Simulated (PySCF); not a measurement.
**[YbCl4]− at several levels of theory**

Computed with PySCF 2.14.0 (density fitting, no spin-orbit coupling) at the geometry relaxed with r2SCAN:

```xyz
5
[YbCl4]− (singlet in the valence; each metal's 4f electrons, 13 of them, lie in its core potential, out of spins and levels)
Yb    0.0000    0.0000    0.0000
Cl    1.4391    1.4391    1.4391
Cl   -1.4391   -1.4391    1.4391
Cl    1.4391   -1.4391   -1.4391
Cl   -1.4391    1.4391   -1.4391
```

| level | basis | state | HOMO (eV) | gap (eV) | charge on Yb1 (e) | population of f-type functions on Yb1 (polarisation alone where 4f lies in the core) | dipole about the centre of mass (D) | largest force component (eV/Å) |
| --- | --- | --- | --- | --- | --- | --- | --- | --- |
| r2SCAN | Yb lcecp-1-SVP with ECP59, Cl def2-SVP | singlet | -3.49 | 7.04 | 0.72 | 0.03 | 0.00 | 0.02 |
| HF | the same | singlet | -7.79 | 13.40 | 1.13 | 0.04 | 0.00 | 0.25 |
| BLYP | the same | singlet | -2.75 | 5.88 | 0.44 | 0.03 | 0.00 | 0.11 |
| wB97X | the same | singlet | -6.87 | 12.06 | 0.70 | 0.04 | 0.00 | 0.03 |
| r2SCAN | Yb lcecp-1-TZVP with ECP59, Cl def2-TZVP | singlet | -3.74 | 7.02 | 1.30 | 0.04 | 0.00 | 0.02 |

In the lcecp rows the 4f levels are missing from HOMO and gap, and the state counts the valence alone.

Charges are Mulliken's, which hang on the basis. The relaxation used the grid (50, 194), these runs (75, 302) or, all-electron (x2c bases, spin-free X2C Hamiltonian), (99, 590).

What does M06-L with Yb lcecp-1-SVP with ECP59, Cl def2-SVP give here?

state singlet, HOMO (eV) -3.41, gap (eV) 6.96, charge on Yb1 (e) 0.96, population of f-type functions on Yb1 (polarisation alone where 4f lies in the core) 0.03, dipole about the centre of mass (D) 0.00, largest force component (eV/Å) 0.01. Time: 6.2 s on 2 threads of Arm Neoverse V2 (shared host), from an already converged density.

In the first row's basis the gap widens with exact exchange: 5.9 to 7.0 eV for BLYP, M06-L, r2SCAN (none); 12.1 to 13.4 eV for wB97X, Hartree–Fock (rising or full at long range).

No frequency check is given that shows the relaxed geometry to be a minimum. An lcecp potential fixes the number of 4f electrons, so in runs with it no electron can move into or out of that shell.
